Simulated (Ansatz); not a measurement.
```yaml
crystal:
  periodic: [false, false, false]
  atoms:
    - {symbol: O, position_ang: [-1.290546, 0.044200, 0.608001]}
    - {symbol: C, position_ang: [0.036018, -0.057011, 0.404375]}
    - {symbol: F, position_ang: [0.705966, 0.892720, 1.133291]}
    - {symbol: F, position_ang: [0.504324, -1.253149, 0.886118]}
    - {symbol: B, position_ang: [0.462116, 0.080850, -1.139479]}
    - {symbol: F, position_ang: [-0.462728, 0.275060, -2.042490]}
    - {symbol: H, position_ang: [-1.472002, -0.047204, 1.553060]}
    - {symbol: H, position_ang: [1.608952, 0.007334, -1.458776]}
basis:
  gaussian: {orbitals: cc-pVTZ-DK}
magnetization: {spin_polarized: true, initial_magnetization: 2}
hamiltonian: {xc: {name: HF}}
correlation: {method: mp2, frozen_orbitals: {O: 0}}
```

```sh
$ ansatz run in.yaml --threads 4 --pin off --events-out ev --progress --plain --max-ram 10444MiB
```

It prints (some lines left out):

```
Functional definition: HF
Error: "frozen_orbitals" has no count for C
```

Question: Something in this input is off. What?

Answer: Frozen orbitals are typed for one element alone, and the program wants a count for each. The input was rejected before any iteration.
